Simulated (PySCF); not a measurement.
The PySCF input:
```python
from pyscf import gto, scf, dft
from pyscf.prop import polarizability

mol = gto.Mole()
mol.atom = '''
    B    -0.749806    0.451696   -0.533049
    F    -1.936857   -0.085395   -0.701014
    F    -0.621372    1.629485   -1.100321
    Ge    0.728027   -0.439558    0.511622
    H     0.693696   -0.109816    1.964639
    H     0.685803   -1.926724    0.467480
    H     2.096729   -0.052907    0.073218
'''
mol.basis = '6-31g'
mol.charge = 0
mol.spin = 0
mol.verbose = 4
mol.build()

mf = dft.RKS(mol)
mf.xc = 'camb3lyp'
mf.kernel()
alpha = mf.Polarizability().polarizability()[2, 2]
print('alpha_zz =', alpha)
```

Problem. Predict the HOMO-LUMO gap from CAMB3LYP/6-31G, polarisability in PySCF.

Solution. 10.94 eV

Problem. Estimate the Mulliken (on the basis functions themselves) charges in atom order that CAMB3LYP/6-31G, polarisability returns for this input.

Solution. B1 0.56, F2 -0.27, F3 -0.27, Ge4 0.08, H5 -0.03, H6 -0.03, H7 -0.03

Problem. Give the dipole moment at the level CAMB3LYP/6-31G, polarisability.

Solution. 0.98 D

Problem. What number of basis functions does CAMB3LYP/6-31G, polarisability give?

Solution. 60

Problem. What is the computed polarisability along z (CAMB3LYP/6-31G, polarisability)?

Solution. 31.7 bohr³
